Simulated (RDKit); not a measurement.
Input file for RDKit: UFF on H4OSeSi (SMILES [SiH3]O[SeH]), a point of a torsion scan.

```python
from rdkit import Chem
from rdkit.Chem import AllChem, rdDetermineBonds

blocks = [
'''7

Si    0.84707495   -0.24481135    0.06780047
O    -0.18577052    1.00394227   -0.16664307
Se   -1.99363223    1.11472997   -0.01005639
H     0.51768952   -1.37039447   -0.80600600
H     2.07214961    0.46123520   -0.27574944
H     0.77332843   -0.68214713    1.46522324
H    -2.03848585    0.75441471    1.40595318
''',
]
mol = None
for b in blocks:
    f = Chem.MolFromXYZBlock(b)
    rdDetermineBonds.DetermineBonds(f, charge=0)
    mol = f if mol is None else Chem.CombineMols(mol, f)
Chem.SanitizeMol(mol)
print(Chem.MolToSmiles(Chem.RemoveHs(mol)))
ff = AllChem.UFFGetMoleculeForceField(mol, vdwThresh=100.0, ignoreInterfragInteractions=False)
e = ff.CalcEnergy()
print(f'UFF energy {e:.6f} kcal/mol')
```

The log:

```
[SiH3]O[SeH]
UFF energy 30.235460 kcal/mol
```

The run finished.

Cost: around 0.010 core-seconds (rough).
